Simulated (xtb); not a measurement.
C₂H₆Cd, SMILES [CdH][CH2]C. All values are semi-empirical tight-binding results from xtb (GFN2-xTB unless named), good for trends rather than for accurate numbers. Geometry optimised at GFN2-xTB.

For metal compounds this method's bond lengths and energies can be far off.

Computed properties:
| Quantity | Result |
|---|---|
| point group as xtb finds it | Cs |
| orbital gap | 4.17 eV |
| zero-point energy | 41.2 kcal/mol |
| G − E(el) at 298.15 K (modified RRHO) | 22.5 kcal/mol |
